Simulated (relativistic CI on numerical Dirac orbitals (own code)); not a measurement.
**Hyperfine structure of La³⁹⁺, mass number 138**

Calculated at this level of theory: Dirac-Coulomb-Breit CI, separate exchange-only KLI orbitals for each configuration, model QED (radiative potential, 1s self-energy scaled to tabulated hydrogen-like ionisation energies), unscaled Slater integrals (own radial code, finite nucleus).

Configuration list (outside the closed core [Ne]): 3s2 3p6, 3s2 3p5 3d, 3s 3p6 3d, 3s2 3p5 4s, 3s2 3p5 4p, 3s2 3p5 4d, 3p6 3d 4p, 3s 3p6 4s, 3p6 3d2, 3p5 3d3, 3p5 3d2 4s, 3p5 3d2 4p, 3p5 3d2 4d, 3p6 3d 4s, 3p5 3d 4s2, 3p5 3d 4s 4p, 3p5 3d 4s 4d. Double excitations out of closed p, d and f shells are left out; levels of such configurations are missing from the list, as are those of other unlisted configurations, and high levels can miss mixing partners.

Nuclear spin I = 5, μ = 3.7084 μN, Q = 0.39 b (tables of Stone and Pyykkö). The electronic factors are computed for point nuclear moments, without core polarisation or the Bohr-Weisskopf and QED corrections.

```json
{"Level": "3s2 3p5 3d 3P°_1", "E (eV)": "174.653", "A (GHz)": "35.29", "B (GHz)": "15"}
{"Level": "3s2 3p5 3d 3F°_3", "E (eV)": "179.943", "A (GHz)": "45.84", "B (GHz)": "-51.7"}
{"Level": "3s2 3p5 3d 3D°_2", "E (eV)": "182.503", "A (GHz)": "45.11", "B (GHz)": "-5.56"}
{"Level": "3s2 3p5 3d 3F°_4", "E (eV)": "197.052", "A (GHz)": "30.67", "B (GHz)": "-47.9"}
{"Level": "3s2 3p5 3d 3D°_3", "E (eV)": "209.362", "A (GHz)": "26.95", "B (GHz)": "22.1"}
{"Level": "3s2 3p5 3d 3D°_1", "E (eV)": "228.286", "A (GHz)": "-15.16", "B (GHz)": "5.46"}
{"Level": "3s2 3p5 3d 3F°_2", "E (eV)": "276.616", "A (GHz)": "126", "B (GHz)": "16.8"}
{"Level": "3s2 3p5 3d 1P°_1", "E (eV)": "309.401", "A (GHz)": "-61.87", "B (GHz)": "3.07"}
```

Levels with J = 0, under 50 % of one LS term, or S terms without an open s electron are left out. Small factors come from cancelling terms and can be off by tens of per cent or more.

At this charge energies of transitions that change n are usually good to better than 1 %, and those within a shell (Δn = 0) to a few per cent.

Task: Give the hyperfine levels of 3s2 3p5 3d 3F°_3 relative to its centre of gravity.

Result: With K = F(F + 1) − I(I + 1) − J(J + 1), E = AK/2 + B[¾K(K + 1) − I(I + 1)J(J + 1)]/[2I(2I − 1)J(2J − 1)]: F = 2: -847.6, F = 3: -698.9, F = 4: -503.8, F = 5: -265.1, F = 6: 13.8, F = 7: 328.7, F = 8: 674.7 GHz.

LS names give the leading component of a level, which can be under half, so a name can repeat, a term be missing and a line seem to break the LS rules.
